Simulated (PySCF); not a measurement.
## Radial density of Be⁺ (beryllium, charge +1)

B2PLYP, [He] 2p1, 2P determinant (an excited configuration). Calculation: PySCF 2.14, in dyall-av3z; no relativity, point nucleus.

| r (bohr) | 4πr²ρ (e/bohr) | 4πr²(ρα − ρβ) |
| --- | --- | --- |
| 0.00531 | 0.01168 | 0.0000 |
| 0.00893 | 0.03213 | -0.0001 |
| 0.0150 | 0.08654 | -0.0002 |
| 0.0253 | 0.2256 | -0.0004 |
| 0.0425 | 0.5563 | -0.0010 |
| 0.0714 | 1.251 | -0.0021 |
| 0.120 | 2.414 | -0.0036 |
| 0.202 | 3.630 | -0.0021 |
| 0.340 | 3.661 | 0.0143 |
| 0.572 | 1.994 | 0.0750 |
| 0.962 | 0.5786 | 0.2214 |
| 1.62 | 0.4088 | 0.3966 |
| 2.72 | 0.2935 | 0.2934 |
| 4.58 | 0.04753 | 0.0475 |
| 7.70 | 0.0006461 | 0.0006 |

Where is the radial spin density 4πr²(ρα − ρβ) most negative, and why is it negative at all?

Around r = 0.120 bohr, down to -0.0036 e/bohr: exchange with the open shell polarises the paired shells in an unrestricted calculation.
